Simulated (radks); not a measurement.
Task: Species: Ca+. Configuration: [Ar] 3d1 (not the ground configuration). Method: scalar-relativistic Kohn-Sham, PBE, spin-polarised, spherical densities, finite nucleus; open shells are filled with parallel spins first; Fermi nuclear charge, rms radius 3.4776 fm; computed with a radial shooting solver on a logarithmic mesh with Libxc functionals. Some entries of the table are withheld. Estimate them.

orbital  occ.  eigenvalue (hartree)  r(max) (bohr)  <1/r> (bohr^-1)
1s down     1             -145.2583        0.05028            19.74
1s up       1             -145.2579        0.05028            19.74
2s up       1             -15.32377         0.2999            4.047
2s down     1             -15.31953         0.2998            4.048
2p up       3             -12.39932         0.2466            3.950
2p down     3             -12.39612         0.2465            3.951
3s up       1              -1.84847         0.9975            1.198
3s down     1              -1.82731         0.9965            1.200
3p up       3              -1.15478            (1)            1.060
3p down     3              -1.13223            (2)            1.063
3d up       1              -0.21873          1.360           0.6059

Result: 
(1) 3p up r(max) (bohr): 1.056
(2) 3p down r(max) (bohr): 1.054
